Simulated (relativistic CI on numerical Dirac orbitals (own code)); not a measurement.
**Line list: Electric-dipole lines, Hf23+**

Computed by Dirac-Coulomb-Breit CI, KLI orbitals optimised for each configuration, QED by a radiative potential, unscaled Slater integrals (own radial code, finite nucleus).

CI space (outside the closed core [Ar] 3d10 4s2): 4p6 4d10 4f3, 4p6 4d10 4f2 5s, 4p6 4d10 4f 5s2, 4p6 4d9 4f4, 4p6 4d10 4f2 5p, 4p6 4d10 4f 5s 5p, 4p6 4d10 4f 5p2, 4p6 4d10 4f2 5d, 4p6 4d10 4f 5s 5d, 4p5 4d10 4f4, 4p6 4d10 4f 5p 5d, 4p6 4d9 4f2 5s2, 4p6 4d10 4f2 5f, 4p6 4d10 4f 5d2, 4p6 4d10 4f2 6s, 4p6 4d10 4f2 6p. Levels of other configurations are missing.

```tsv
λ vac (Å)	Lower	Upper	A (s⁻¹)	E lower (cm⁻¹)	E upper (cm⁻¹)
196.69	4p6 4d10 4f2 5s 2H_11/2 [53]	4p6 4d10 4f2 5p 2G°_9/2 [119]	2.92e+10	759880	1268291
196.75	4p6 4d10 4f2 5s 2I_11/2 [61]	4p6 4d10 4f2 5p 2H°_9/2 [130]	6.34e+10	796715	1304981
200.35	4p6 4d10 4f2 5s 4H_7/2 [42]	4p6 4d10 4f2 5p 4G°_5/2 [93]	5.67e+10	711845	1210977
200.42	4p6 4d10 4f2 5s 4F_9/2 [49]	4p6 4d10 4f2 5p 2H°_11/2 [111]	2.47e+10	747065	1246020
200.88	4p6 4d10 4f2 5s 2I_13/2 [60]	4p6 4d10 4f2 5p 2K°_15/2 [128]	6.15e+10	796199	1294008
201.91	4p6 4d10 4f2 5s 4P_3/2 [59]	4p6 4d10 4f2 5p 4D°_5/2 [126]	5.07e+10	794721	1289993
203.08	4p6 4d10 4f2 5s 4H_13/2 [50]	4p6 4d10 4f2 5p 2I°_13/2 [109]	2.59e+10	749221	1241641
203.14	4p6 4d10 4f2 5s 4F_5/2 [46]	4p6 4d10 4f2 5p 4G°_7/2 [100]	3.34e+10	734611	1226871
203.30	4p6 4d10 4f2 5s 2D_5/2 [56]	4p6 4d10 4f2 5p 2F°_7/2 [121]	4.99e+10	781639	1273517
203.50	4p6 4d10 4f2 5s 4H_13/2 [50]	4p6 4d10 4f2 5p 4I°_15/2 [108]	5.98e+10	749221	1240618
203.90	4p6 4d10 4f2 5s 4H_9/2 [43]	4p6 4d10 4f2 5p 4I°_11/2 [92]	4.90e+10	716913	1207338
203.93	4p6 4d10 4f2 5s 4P_5/2 [63]	4p6 4d10 4f2 5p 4D°_7/2 [129]	5.46e+10	808827	1299193
204.11	4p6 4d10 4f2 5s 4H_11/2 [45]	4p6 4d10 4f2 5p 4I°_13/2 [98]	5.17e+10	733669	1223589
204.49	4p6 4d10 4f2 5s 2F_7/2 [55]	4p6 4d10 4f2 5p 2F°_7/2 [117]	3.90e+10	776616	1265630
204.86	4p6 4d10 4f2 5s 2G_9/2 [54]	4p6 4d10 4f2 5p 2H°_11/2 [114]	5.60e+10	770258	1258392
205.70	4p6 4d10 4f2 5s 2H_11/2 [53]	4p6 4d10 4f2 5p 2H°_11/2 [111]	2.22e+10	759880	1246020
205.88	4p6 4d10 4f2 5s 2F_7/2 [55]	4p6 4d10 4f2 5p 2F°_5/2 [115]	4.84e+10	776616	1262326
205.92	4p6 4d10 4f2 5s 2I_11/2 [61]	4p6 4d10 4f2 5p 2H°_11/2 [123]	3.44e+10	796715	1282336
206.10	4p6 4d10 4f2 5s 4H_7/2 [42]	4p6 4d10 4f2 5p 4H°_9/2 [91]	2.46e+10	711845	1197042
206.16	4p6 4d10 4f2 5s 4H_7/2 [42]	4p6 4d10 4f2 5p 4H°_7/2 [90]	3.49e+10	711845	1196903
206.87	4p6 4d10 4f2 5s 2H_9/2 [47]	4p6 4d10 4f2 5p 2I°_11/2 [97]	2.86e+10	738117	1221519
207.57	4p6 4d10 4f2 5s 2H_11/2 [53]	4p6 4d10 4f2 5p 2I°_13/2 [109]	2.75e+10	759880	1241641
207.69	4p6 4d10 4f2 5s 4F_9/2 [49]	4p6 4d10 4f2 5p 4G°_11/2 [101]	3.11e+10	747065	1228550
208.28	4p6 4d10 4f2 5s 4H_9/2 [43]	4p6 4d10 4f2 5p 4H°_9/2 [91]	3.00e+10	716913	1197042
208.59	4p6 4d10 4f2 5s 2H_9/2 [47]	4p6 4d10 4f2 5p 4G°_9/2 [94]	2.74e+10	738117	1217521
210.55	4p6 4d10 4f2 5s 2I_13/2 [60]	4p6 4d10 4f2 5p 2I°_13/2 [120]	3.01e+10	796199	1271155
210.77	4p6 4d10 4f2 5s 2I_11/2 [61]	4p6 4d10 4f2 5p 2I°_13/2 [120]	2.58e+10	796715	1271155
309.75	4p6 4d10 4f2 5s 4H_13/2 [50]	4p6 4d10 4f2 5p 2I°_13/2 [77]	7.84e+09	749221	1072067
311.19	4p6 4d10 4f2 5s 4H_13/2 [50]	4p6 4d10 4f2 5p 4G°_11/2 [76]	1.09e+10	749221	1070570
320.32	4p6 4d10 4f2 5s 2H_11/2 [53]	4p6 4d10 4f2 5p 2I°_13/2 [77]	7.57e+09	759880	1072067
```

Terms are leading LS components. Brackets give the number of a level in order of energy, since labels repeat. The list gives strong lines, with weight on those to low levels, without lines whose two gauges differ by over a factor of 2.5, among the lowest 200 of 2455 levels, so that lines to higher ones, which can be the strongest, are missing. Levels whose partners in the same complex of configurations lie outside the list can be far off, and so can their lines. Rates are taken at the computed energies, electric ones in the length gauge.

At this charge transitions that keep the count of f electrons are usually good to a few per cent. Terms inside the open d or f shell come out 10 to 20 % too wide with unscaled integrals. Levels that differ in their count of f electrons can be misplaced by several ten thousand cm⁻¹, since the correlation energy of f electrons is missing or only estimated; rates across such gaps can be off by orders of magnitude.

LS names give the leading component of a level, which can be under half, so a name can repeat, a term be missing and a line seem to break the LS rules.
